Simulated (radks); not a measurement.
All-electron atom: Ca10+ in [Ne].

Method: scalar-relativistic Kohn-Sham, r2SCAN, spin-polarised, spherical densities, finite nucleus; meta-GGA in the generalised Kohn-Sham scheme; Fermi nuclear charge, rms radius 3.4776 fm; computed with a radial shooting solver on a logarithmic mesh with Libxc functionals.

Energy parts (eV):
| part | energy |
|---|---|
| total | -17515.815 |
| kinetic | 17647.535 |
| electron-nucleus | -39072.759 |
| Hartree | 4734.353 |
| exchange-correlation | -824.944 |

Orbitals (lengths in bohr, moments of r in powers of bohr; <r^-3> diverges for s and p1/2; r(90%) holds 90 % of the orbital's charge):
| orbital | occ. | eigenvalue (eV) | r(90%) | <r^-3> | <r> | <r^4> |
|---|---|---|---|---|---|---|
| 1s | 2 | -4207.414 | 0.137 | - | 0.07680 | 0.0001625 |
| 2s | 2 | -644.1458 | 0.556 | - | 0.3583 | 0.03986 |
| 2p | 6 | -563.8231 | 0.527 | 193.6 | 0.3208 | 0.03236 |
| 3s | 0 | -214.0498 | 1.41 | - | 0.9644 | 1.664 |
| 3p | 0 | -192.3582 | 1.45 | 36.76 | 0.9756 | 1.848 |

The highest occupied level is 2p at -563.82 eV. The electron density at the nucleus is 6139 e/bohr^3 (large components only). The density falls to 0.001 e/bohr^3 at r = 1.17 bohr.
